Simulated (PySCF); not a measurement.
## C5H15NSi2: core ionisation energies

Species: C5H15NSi2.
Structure used (PBE0-D3(BJ)/def2-SVP), in Å, numbered top down from 1:
```xyz
23
C5H15NSi2 angstrom
C      3.259    0.902   -0.563
N      2.315   -0.042   -0.014
Si     1.093    0.364    1.154
C     -0.239   -0.992    1.228
C     -1.614   -0.331    1.399
C     -1.882    0.761    0.350
C     -3.263    1.389    0.487
Si    -0.417    1.996    0.422
H      2.766    1.876   -0.713
H      3.619    0.575   -1.553
H      4.149    1.083    0.072
H      2.665   -0.994    0.009
H      1.614    0.646    2.540
H     -0.051   -1.738    2.017
H     -0.202   -1.526    0.262
H     -1.688    0.115    2.409
H     -2.415   -1.092    1.354
H     -1.802    0.288   -0.648
H     -3.455    2.136   -0.299
H     -4.059    0.627    0.423
H     -3.375    1.899    1.458
H     -0.697    3.077    1.424
H     -0.149    2.645   -0.901
```

Computed, not measured: delta-SCF UKS SCAN, pcX-2 on the ionised atom, pcseg-1 elsewhere, spin-free X2C in PySCF. These are vertical core ionisation energies against the vacuum level, from separate self-consistent calculations with and without the core hole.

Task: What binding energy does each computed site have?

Result: 
```csv
atom(s),environment,level,binding energy (eV),2p1/2 (eV),above the level's lowest (eV),count
Si3,SiH silicon,Si 1s,1845.71,–,+0.37,1
Si8,SiH2 silicon,Si 1s,1845.34,–,0.00,1
N2,silicon-bound nitrogen,N 1s,404.12,–,0.00,1
C1,N-methyl carbon,C 1s,291.43,–,+1.71,1
C7,methyl carbon,C 1s,290.34,–,+0.62,1
C5,ring CH2 carbon,C 1s,290.34,–,+0.62,1
C6,sp3 carbon bound to silicon,C 1s,289.78,–,+0.06,1
C4,sp3 carbon bound to silicon,C 1s,289.72,–,0.00,1
Si3,SiH silicon,Si 2p3/2,105.90,106.52,+0.23,1
Si8,SiH2 silicon,Si 2p3/2,105.67,106.29,0.00,1
```

Lowest listed C 1s: C4, bonded to C, 2 H and Si. Highest, 1.71 eV above it: C1, bonded to N and 3 H. The widest gap between neighbouring values is 1.09 eV, between 290.34 and 291.43 eV. The values 290.34 and 290.34 eV lie too close for their order to be trusted.

The listed Si 1s values span 0.37 eV, from Si8 (bonded to C, 2 H and Si) to Si3 (bonded to N, C, H and Si). Summing the Pauling electronegativity differences to the bonded atoms, each weighted by its formal bond order, gives +1.25 for the lowest site and +2.09 for the highest.

The 2 Si 2p3/2 values lie within 0.23 eV of each other.

Task: Give the binding energy of C 1s of C6 in hartree and in kJ/mol.

Result: 289.78 eV = 10.6492 Eh = 27960 kJ/mol.

The 2p values add to the ΔSCF energy of one spin-free hole a correction within the shell (spin–orbit coupling, ligand field). 2p1/2 minus 2p3/2 (ligand field included): Si 0.62 eV. Isolated species at its PBE0-D3(BJ)/def2-SVP geometry (one conformer only).
